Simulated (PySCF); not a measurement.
Excitation energy of Cl by level of theory

Cl [Ne] 3s2 3p5 (2P) → Cl [Ne] 3s1 3p6 (2S), as a difference of total energies. Computed with PySCF 2.14 in ANO-RCC-VTZP, with scalar relativity by spin-free X2C-1e. Correlated levels: valence: [Ne] frozen; valence and next inner shell: 1s2 frozen. The calculations carry no spin-orbit coupling.

| method | excitation energy (cm⁻¹) | error (cm⁻¹) |
| --- | --- | --- |
| UHF | 125670 | +40285 |
| LDA | 96348 | +10964 |
| PBE | 98213 | +12828 |
| PBE0 | 105180 | +19795 |
| r2SCAN | 104280 | +18899 |
| r2SCANh | 106190 | +20804 |
| revPBE | 98424 | +13040 |
| LC-wPBE | 106950 | +21565 |
| M06-2X | 106110 | +20727 |
| MP2 (valence) | 106080 | +20692 |
| SCS-MP2 (valence) | 104110 | +18728 |
| MP2 (valence and next inner shell) | 105910 | +20521 |
| SCS-MP2 (valence and next inner shell) | 103950 | +18566 |

Reference: 85385 cm⁻¹ (measured; NIST levels, between the centres of gravity of the two terms).

Errors of the correlated levels include the incompleteness of this basis and the frozen core.

The upper state lies above the first ionisation limit, where it may autoionise and the basis confines it.

Every method misses the reference by a wide margin, which points to the basis or the choice of state and not to the methods.
